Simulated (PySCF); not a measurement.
Work out the structure from these simulated measurements.

Elements present: C, H, N and Si. Monoisotopic mass: 170.0696 u.

| Property | Result |
| --- | --- |
| Rotational structure | rotational constants A, B, C: 2.184, 0.535, 0.502 GHz [PBE0-D3(BJ)/def2-SVP] |
| 1H NMR | chemical shifts (computed TMS as zero) by class: 7.19 (2 H), 7.07 (2 H), 4.72 (1 H), 4.71 (1 H), 2.48 (6 H), 0.18 (2 H) ppm [GIAO PBE0/pcSseg-1] |
| UV, strongest line | among the 10 lowest singlet transitions: S8 at 6.50 eV (191 nm, f = 0.291) [TDDFT wB97X-D/def2-SVPD] |
| 13C NMR | chemical shifts (computed TMS as zero) by class: 161.9 (2 C), 158.9 (2 C), 39.3 (2 C) ppm [GIAO PBE0/pcSseg-1] |
| Triplet | lowest triplet excitation (Tamm–Dancoff): 4.01 eV [TDA wB97X-D/def2-SVPD] |
| UV, first state | lowest singlet excitation: 4.60 eV (270 nm, f = 0.003) [TDDFT wB97X-D/def2-SVPD] |

The electronic properties come from PySCF, for the isolated species, density fitting. Levels stand in brackets. Geometry: PBE0-D3(BJ)/def2-SVP, one conformer, isolated molecule. NMR values are class means; diastereotopic atoms form classes of their own.

Question: Which formula fits the mass and the elements?

Answer: C6H14N2Si2 (calculated 170.0696). No other formula that holds each of these elements comes within 0.0003 u with a fitting electron parity and a possible valence count.

Question: Give a SMILES that accounts for the data.

Answer: Numbering: `[CH3:1][N:2]([CH3:3])[Si@H:4]1[CH:5]=[CH:6][Si@H:7]([NH2:8])[CH:9]=[CH:10]1`. Its formula, C6H14N2Si2, gives 3 degrees of unsaturation: 1 ring and 2 π bonds in the structure found. 6 carbons fall into 3 classes; from least to most shielded: alkene CH carbon [C6/C9] (161.9 ppm, 2 C, up to 8.2 ppm apart in this geometry), alkene CH carbon [C5/C10] (158.9 ppm, 2 C, up to 5.3 ppm apart in this geometry), N-methyl carbon [C1/C3] (39.3 ppm, 2 C, up to 4.0 ppm apart in this geometry). Hydrogen classes from least to most shielded: 2 H on 2 alkene CH carbons, C6/C9 (7.19 ppm), 2 H on 2 alkene CH carbons, C5/C10 (7.07 ppm), 1 H on an SiH silicon, Si4 (4.72 ppm), 1 H on an SiH silicon, Si7 (4.71 ppm), 6 H on 2 N-methyl carbons, C1/C3 (2.48 ppm, a mean of values up to 0.8 ppm apart in this geometry), 2 H on a silicon-bound nitrogen, N8 (0.18 ppm). The optimised geometry has point group C1 and is an asymmetric top. Structure: `CN(C)[Si@H]1C=C[Si@H](N)C=C1`. Computed isomers that give other values at the same levels: `C#CC(=C)N([SiH3])[SiH2]N(C)C` (13C chemical shifts (computed TMS as zero) by class: 139.9 (1 C), 112.2 (1 C), 87.0 (1 C), 84.7 (1 C), 39.9 (2 C) ppm). The assignments are read from this structure; whether some other isomer fits the data as well wasn't checked.

Shape of the structure used: `[CH3:1][N:2]([CH3:3])[Si@H:4]1[CH:5]=[CH:6][Si@H:7]([NH2:8])[CH:9]=[CH:10]1`: C1–N2–Si4–C5 -68°, H–N8–Si7–C6 156°, H–N8–Si7–C6 -62°.
